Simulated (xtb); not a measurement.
C₃F₅ (SMILES FC(F)=[C]C(F)(F)F), doublet, from a rough starting geometry; GFN2-xTB run with xtb.

xtb was given this input:
```
$ xtb mol.xyz --gfn 2 --uhf 1 --opt vtight --json

# file mol.xyz
8

F      2.05816867    -0.78949700     1.42257468
C      1.38194943    -0.20236275     0.58563019
F      2.13635816     0.64350197    -0.09863177
C      0.06950410    -0.38513173     0.42854433
C     -1.12598900     0.10644960    -0.47787780
F     -1.30767720     1.36410595    -0.23941816
F     -2.19521147    -0.51999017     0.00025669
F     -0.94683142    -0.23937127    -1.67334660
```

### Question
Write the output that xtb gives for this input, abridged.

### Answer

```
   ID    Z sym.   atoms
    1    9 F      1, 3, 6-8
    2    6 C      2, 4, 5

           -------------------------------------------------
          |                Calculation Setup                |
           -------------------------------------------------

           -------------------------------------------------
          |                 G F N 2 - x T B                 |
           -------------------------------------------------

          ...................................................
          :                      SETUP                      :
          :.................................................:
          :  # basis functions                  32          :
          :  # atomic orbitals                  32          :
          :  # shells                           16          :
          :  # electrons                        47          :
          :  max. iterations                   250          :
          :  Hamiltonian                  GFN2-xTB          :
          :  restarted?                      false          :
          :  GBSA solvation                  false          :
          :  PC potential                    false          :
          :  electronic temp.          300.0000000     K    :
          :  accuracy                    1.0000000          :
          :  -> integral cutoff          0.2500000E+02      :
          :  -> integral neglect         0.1000000E-07      :
          :  -> SCF convergence          0.1000000E-05 Eh   :
          :  -> wf. convergence          0.1000000E-03 e    :
          :  Broyden damping             0.4000000          :
          :  net charge                          0          :
          :  unpaired electrons                  1          :
          ...................................................

 iter      E             dE          RMSdq      gap      omega  full diag
   1    -29.9702379 -0.299702E+02  0.627E+00    5.24       0.0  T
   2    -30.0263994 -0.561615E-01  0.446E+00    3.83       1.0  T
   3    -30.0630915 -0.366921E-01  0.242E+00    4.73       1.0  T
   4    -30.0722929 -0.920146E-02  0.751E-01    4.21       1.0  T
   5    -30.0746191 -0.232621E-02  0.102E-01    4.35       1.0  T
   6    -30.0746254 -0.623375E-05  0.487E-02    4.35       1.0  T
   7    -30.0746263 -0.962599E-06  0.127E-02    4.35       2.8  T
   8    -30.0746264 -0.100962E-06  0.218E-03    4.35      16.2  T
   9    -30.0746265 -0.208311E-07  0.901E-04    4.35      39.2  T
[...]
         :: total energy             -29.927476007853 Eh    ::
 * total energy  :   -29.9274760 Eh     change       -0.5037037E-10 Eh
 * total energy  :   -29.9446261 Eh     change       -0.1715014E-01 Eh
 * total energy  :   -29.9498696 Eh     change       -0.5243472E-02 Eh
 * total energy  :   -29.9501974 Eh     change       -0.3278213E-03 Eh
 * total energy  :   -29.9502948 Eh     change       -0.9738577E-04 Eh
 * total energy  :   -29.9503242 Eh     change       -0.2937861E-04 Eh
 * total energy  :   -29.9503415 Eh     change       -0.1732431E-04 Eh
 * total energy  :   -29.9503437 Eh     change       -0.2192177E-05 Eh
 * total energy  :   -29.9503444 Eh     change       -0.6686043E-06 Eh
 * total energy  :   -29.9503448 Eh     change       -0.3870187E-06 Eh
 * total energy  :   -29.9503449 Eh     change       -0.8590856E-07 Eh
   *** GEOMETRY OPTIMIZATION CONVERGED AFTER 11 ITERATIONS ***
         :: total energy             -29.950344861625 Eh    ::
[...]
     2   6 C        2.550     0.359    20.973     7.485
     3   9 F        0.789    -0.137    10.608     3.847
     4   6 C        1.973    -0.075    33.105     9.292
     5   6 C        3.331     0.513    17.000     6.541
     6   9 F        0.792    -0.178    11.011     3.920
     7   9 F        0.792    -0.173    10.963     3.911
     8   9 F        0.792    -0.178    11.012     3.920

 Mol. C6AA /au·bohr⁶  :        937.651236
 Mol. C8AA /au·bohr⁸  :      20864.233291
 Mol. α(0) /au        :         42.750848

Wiberg/Mayer (AO) data.
largest (>0.10) Wiberg bond orders for each atom

 ---------------------------------------------------------------------------
     #   Z sym  total        # sym  WBO       # sym  WBO       # sym  WBO
 ---------------------------------------------------------------------------
     1   9 F    1.209 --     2 C    1.020     4 C    0.117
     2   6 C    3.863 --     4 C    1.821     1 F    1.020     3 F    0.980
     3   9 F    1.200 --     2 C    0.980     4 C    0.154
     4   6 C    3.221 --     2 C    1.821     5 C    1.000     3 F    0.154
                             1 F    0.117
     5   6 C    3.869 --     4 C    1.000     7 F    0.962     8 F    0.944
                             6 F    0.942
     6   9 F    1.106 --     5 C    0.942
     7   9 F    1.102 --     5 C    0.962
     8   9 F    1.105 --     5 C    0.944
 ---------------------------------------------------------------------------

Topologies differ in total number of bonds
Writing topology from bond orders to xtbtopo.mol

molecular dipole:
                 x           y           z       tot (Debye)
 q only:        0.263      -0.207       0.295
   full:        0.302      -0.214       0.313       1.233
molecular quadrupole (traceless):
                xx          xy          yy          xz          yz          zz
 q only:       -2.281      -0.068       1.348      -1.160       0.716       0.933
  q+dip:       -1.664      -0.394       1.017      -0.834       1.716       0.646
   full:       -2.841      -0.313       1.694      -1.413       1.624       1.147

optimized geometry written to: xtbopt.xyz

           -------------------------------------------------
          | TOTAL ENERGY              -29.950344861625 Eh   |
          | GRADIENT NORM               0.000100040915 Eh/α |
          | HOMO-LUMO GAP               4.310762427963 eV   |
           -------------------------------------------------

normal termination of xtb
```
